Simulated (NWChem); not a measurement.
Everything below was run with NWChem. System: hydrogen telluride (H$_{2}$Te), charge 0, spin multiplicity 1, at a geometry optimised with PBE0/def2-SVP with def2 effective core potentials on Te. Level: MP2/def2-TZVP with def2 effective core potentials on Te, 4 core orbitals frozen.

Job file:

```
start mol
memory heap 200 mb stack 800 mb global 1000 mb
geometry units angstroms nocenter noautoz
  Te     0.000000     0.000000    -0.043462
  H     -1.178841     0.000000     1.130018
  H      1.178841     0.000000     1.130018
  symmetry group C2v
end
basis spherical
  * library def2-tzvp
end
ecp
  Te library def2-ecp
end
scf
  rhf
  nopen 0
  maxiter 100
  thresh 1e-7
  semidirect memsize 60000000 filesize 0
end
mp2
  freeze core 4
end
task mp2 energy
```

Part of the output:

```
             Northwest Computational Chemistry Package (NWChem) 7.3.0
             --------------------------------------------------------

                                NWChem Input Module
                                -------------------

 Scaling coordinates for geometry "geometry" by  1.889725989
 (inverse scale =  0.529177249)

 Turning off AUTOSYM since
 SYMMETRY directive was detected!

                             Geometry "geometry" -> ""
                             -------------------------

 Output coordinates in angstroms (scale by  1.889725989 to convert to a.u.)

  No.       Tag          Charge          X              Y              Z
 ---- ---------------- ---------- -------------- -------------- --------------
    1 Te                  52.0000     0.00000000     0.00000000    -0.04346200
    2 H                    1.0000    -1.17884100     0.00000000     1.13001800
    3 H                    1.0000     1.17884100     0.00000000     1.13001800

 Effective nuclear repulsion energy (a.u.)      33.3110211883

            Nuclear Dipole moment (a.u.)
            ----------------------------
        X                 Y               Z
 ---------------- ---------------- ----------------
     0.0000000000     0.0000000000     0.0000226767

      Symmetry information
      --------------------

 Group name             C2v
 Group number             16
 Group order               4
 No. of unique centers     2

      Symmetry unique atoms

     1    2


 Summary of "ao basis" -> "" (spherical)
 ------------------------------------------------------------------------------
       Tag                 Description            Shells   Functions and Types
 ---------------- ------------------------------  ------  ---------------------
 *                         def2-tzvp                  on all atoms

 Summary of "ao basis" -> "ao basis" (spherical)
 ------------------------------------------------------------------------------
       Tag                 Description            Shells   Functions and Types
 ---------------- ------------------------------  ------  ---------------------
 Te                        def2-tzvp                16       50   6s5p3d2f
 H                         def2-tzvp                 4        6   3s1p

                                 NWChem SCF Module
                                 -----------------

  ao basis        = "ao basis"
  functions       =    62
  atoms           =     3
  closed shells   =    13
  open shells     =     0
  charge          =   0.00
  wavefunction    = RHF
  use symmetry    = T
  symmetry adapt  = T

 Summary of "ao basis" -> "ao basis" (spherical)
 ------------------------------------------------------------------------------
       Tag                 Description            Shells   Functions and Types
 ---------------- ------------------------------  ------  ---------------------
 Te                        def2-tzvp                16       50   6s5p3d2f
 H                         def2-tzvp                 4        6   3s1p

      Symmetry analysis of basis
      --------------------------

        a1         26
        a2          6
        b1         17
        b2         13

 Forming initial guess at       0.1s

      Superposition of Atomic Density Guess
      -------------------------------------

 Sum of atomic energies:        -312.26787242

      Non-variational initial energy
      ------------------------------

 Total energy =    -268.020043
 1-e energy   =    -498.343671
 2-e energy   =     214.828453
 HOMO         =      -0.257806
 LUMO         =       0.023097

      Symmetry analysis of molecular orbitals - initial
      -------------------------------------------------

  Numbering of irreducible representations:

     1 a1          2 a2          3 b1          4 b2

  Orbital symmetries:

     1 a1          2 b1          3 a1          4 b2          5 b1
     6 a1          7 a1          8 a2          9 b2         10 a1
    11 b1         12 a1         13 b2         14 b1         15 a1
    16 b1         17 a1         18 b2         19 a1         20 a1
    21 a2         22 b2         23 b1

 Starting SCF solution at       0.6s

 ----------------------------------------------
         Quadratically convergent ROHF

 Convergence threshold     :          1.000E-07
 Maximum no. of iterations :          100
 Final Fock-matrix accuracy:          1.000E-09
 ----------------------------------------------

              iter       energy          gnorm     gmax       time
             ----- ------------------- --------- --------- --------
                 1     -268.1370178564  3.34D-01  1.64D-01      0.6
                 2     -268.1505671090  1.70D-01  5.07D-02      0.6
                 3     -268.1526047320  8.21D-03  3.13D-03      0.7
                 4     -268.1526137698  2.10D-05  7.49D-06      0.7
                 5     -268.1526137699  3.97D-09  1.79D-09      0.8

       Final RHF  results
       ------------------

         Total SCF energy =   -268.152613769907
      One-electron energy =   -498.857020655361
      Two-electron energy =    215.209232743855
 Nuclear repulsion energy =     15.495174141599

        Time for solution =      0.2s

       Symmetry analysis of molecular orbitals - final
       -----------------------------------------------

  Numbering of irreducible representations:

     1 a1          2 a2          3 b1          4 b2

  Orbital symmetries:

     1 a1          2 b1          3 a1          4 b2          5 b1
     6 a1          7 a2          8 b2          9 a1         10 a1
    11 b1         12 a1         13 b2         14 b1         15 a1
    16 b1         17 a1         18 b2         19 a1         20 a1
    21 a2         22 b2         23 b1

             Final eigenvalues
             -----------------

              1
    1   -7.1222
    2   -5.0931
    3   -5.0894
    4   -5.0831
    5   -1.9533
    6   -1.9498
    7   -1.9425
    8   -1.9385
    9   -1.9383
   10   -0.8293
   11   -0.5103
   12   -0.4440
   13   -0.3256
   14    0.0837
   15    0.1127
   16    0.2213
   17    0.2215
   18    0.2428
   19    0.3073
   20    0.3216
   21    0.3351
   22    0.3375
   23    0.4030

                       ROHF Final Molecular Orbital Analysis
                       -------------------------------------

 Vector   11  Occ=2.000000D+00  E=-5.102606D-01  Symmetry=b1
              MO Center=  2.0D-16,  4.4D-16,  6.8D-01, r^2= 2.2D+00
   Bfn.  Coefficient  Atom+Function         Bfn.  Coefficient  Atom+Function
  ----- ------------  ---------------      ----- ------------  ---------------
    16     -0.333648  1 Te px                10      0.305325  1 Te px
    13     -0.236009  1 Te px                52      0.227345  2 H  s
    58     -0.227345  3 H  s

 Vector   12  Occ=2.000000D+00  E=-4.439563D-01  Symmetry=a1
              MO Center=  1.5D-16,  4.1D-16, -8.8D-03, r^2= 2.4D+00
   Bfn.  Coefficient  Atom+Function         Bfn.  Coefficient  Atom+Function
  ----- ------------  ---------------      ----- ------------  ---------------
    18      0.395309  1 Te pz                12     -0.342580  1 Te pz
     6     -0.312806  1 Te s                  5     -0.310102  1 Te s
    15      0.270027  1 Te pz                 2     -0.250955  1 Te s
     3      0.208622  1 Te s                 52      0.172478  2 H  s
    58      0.172478  3 H  s                  4      0.161013  1 Te s

 Vector   13  Occ=2.000000D+00  E=-3.256078D-01  Symmetry=b2
              MO Center=  5.8D-14,  3.2D-17, -1.9D-02, r^2= 2.4D+00
   Bfn.  Coefficient  Atom+Function         Bfn.  Coefficient  Atom+Function
  ----- ------------  ---------------      ----- ------------  ---------------
    17      0.549397  1 Te py                11     -0.421370  1 Te py
    14      0.337458  1 Te py                20      0.298335  1 Te py

 Vector   14  Occ=0.000000D+00  E= 8.368440D-02  Symmetry=b1
              MO Center= -4.1D-15,  6.3D-18, -1.3D-01, r^2= 4.7D+00
   Bfn.  Coefficient  Atom+Function         Bfn.  Coefficient  Atom+Function
  ----- ------------  ---------------      ----- ------------  ---------------
    19      1.138434  1 Te px                53      0.923034  2 H  s
    59     -0.923034  3 H  s                 16      0.249547  1 Te px
    10     -0.218716  1 Te px                13      0.187616  1 Te px

 Vector   15  Occ=0.000000D+00  E= 1.126993D-01  Symmetry=a1
              MO Center= -2.3D-14, -2.5D-15, -1.6D-02, r^2= 6.0D+00
   Bfn.  Coefficient  Atom+Function         Bfn.  Coefficient  Atom+Function
  ----- ------------  ---------------      ----- ------------  ---------------
     6      1.415256  1 Te s                 53     -1.269746  2 H  s
    59     -1.269746  3 H  s                 21      1.209704  1 Te pz
     2      0.269082  1 Te s                  3     -0.237944  1 Te s
    18      0.203965  1 Te pz                 1     -0.160626  1 Te s
     5      0.156417  1 Te s                 12     -0.150654  1 Te pz

 Vector   16  Occ=0.000000D+00  E= 2.213300D-01  Symmetry=b1
              MO Center=  2.8D-14, -2.6D-16,  2.6D-01, r^2= 7.2D+00
   Bfn.  Coefficient  Atom+Function         Bfn.  Coefficient  Atom+Function
  ----- ------------  ---------------      ----- ------------  ---------------
    16      1.386637  1 Te px                19     -1.341243  1 Te px
    53      0.296703  2 H  s                 59     -0.296703  3 H  s
    10     -0.231185  1 Te px

 center of mass
 --------------
 x =   0.00000000 y =   0.00000000 z =  -0.04824910

 moments of inertia (a.u.)
 ------------------
           9.760618768210           0.000000000000           0.000000000000
           0.000000000000          19.763457308990           0.000000000000
           0.000000000000           0.000000000000          10.002838540780

  Mulliken analysis of the total density
  --------------------------------------

    Atom       Charge   Shell Charges
 -----------   ------   -------------------------------------------------------
    1 Te  24    24.10   0.28 -0.83  1.55  1.00  1.04  0.82 -0.51  6.47  1.10  2.27  0.79  9.08  0.92  0.11  0.02  0.00
    2 H    1     0.95   0.21  0.54  0.18  0.02
    3 H    1     0.95   0.21  0.54  0.18  0.02

       Multipole analysis of the density wrt the origin
       ------------------------------------------------

     L   x y z        total         open         nuclear
     -   - - -        -----         ----         -------
     0   0 0 0      0.000000      0.000000     26.000000

     1   1 0 0      0.000000      0.000000      0.000000
     1   0 1 0     -0.000000      0.000000      0.000000
     1   0 0 1      0.087670      0.000000      2.299698

     2   2 0 0    -19.314101      0.000000      9.925174
     2   1 1 0     -0.000000      0.000000      0.000000
     2   1 0 1     -0.000000      0.000000      0.000000
     2   0 2 0    -23.561690      0.000000      0.000000
     2   0 1 1     -0.000000      0.000000      0.000000
     2   0 0 2    -20.383553      0.000000      9.281968

                   NWChem MP2 Semi-direct Energy/Gradient Module
                   ---------------------------------------------

  Basis functions       =     62
  Molecular orbitals    =     62
  Frozen core           =      4
  Frozen virtuals       =      0
  Active alpha occupied =      9
  Active beta occupied  =      9
  Active alpha virtual  =     49
  Active beta virtual   =     49
  Use MO symmetry       = T
  Use skeleton AO sym   = T

  AO/Fock/Back tols     =   1.0D-09  1.0D-09  1.0D-09

 GA uses MA = F    GA memory limited = T

 Available:
  local mem=  1.15D+08
 global mem=  1.31D+08
 local disk=  0.00D+00
  mp2_memr nvloc                    49
  nvloc new                    49
   1 passes of   9:        4194304                      29882                   2934975.
   1 passes of   9: M    114673317           G      131064312           F     110479013.

 Semi-direct pass number   1 of   1  for RHF alpha+beta  at        0.9s
  vrange nnbf                  1953
  mp2_eaftype                    11  avail_ma_in_mb                   999
 EAF : mp2_eaftype filesize          11    1467488.
  mp2_eaf for mointskh                     11
Node 0 wrote      6.9 Mb in      0.0 s     Agg I/O rate:  1269.7 Mb/s
 Done moints_semi at        2.6s
  mp2_eaftype                    11  avail_ma_in_mb                   988
 EAF : mp2_eaftype filesize          11    1467488.
  mp2_eaf for kh                    11
 Done maket at        2.7s
 Done multipass loop at        2.7s

          -------------------------------------------
          SCF energy                -268.152613769907
          Correlation energy          -0.469135567006
          Singlet pairs               -0.226384053688
          Triplet pairs               -0.242751513318
          Total MP2 energy          -268.621749336914
          -------------------------------------------

          ---------------------------------------------------
                    Spin Component Scaled (SCS) MP2
          Same spin pairs                     -0.161834342212
          Same spin scaling factor             0.333333333333
          Opposite spin pairs                 -0.307301224794
          Opposite spin scaling fact.          1.200000000000
          SCS-MP2 correlation energy          -0.422706250490
          Total SCS-MP2 energy              -268.575320020398
          ---------------------------------------------------

 -----------------------
 Performance information
 -----------------------

 Timer overhead =  2.11D-07 seconds/call

               Nr. of calls         CPU time (s)                 Wall time (s)                GFlops
             ---------------    -------------------     ------------------------------   -------------------
Name         Min   Avg   Max    Min     Avg     Max     Min     Avg     Max   Mx/calls   Min     Max     Sum
mp2: moin     1     1     1    1.7     1.7     1.7      1.7     1.7     1.7     1.7      0.0     0.0     0.0
mp2: make     1     1     1   7.94E-2 7.94E-2 7.94E-2  7.94E-2 7.94E-2 7.94E-2 7.94E-2   0.0     0.0     0.0
mp2: tota     1     1     1    1.9     1.9     1.9      1.9     1.9     1.9     1.9      0.0     0.0     0.0

 The average no. of pstat calls per process was 3.00D+00
 with a timing overhead of 6.34D-07s

 Task  times  cpu:        2.7s     wall:        2.7s

 Total times  cpu:        2.7s     wall:        2.7s
```
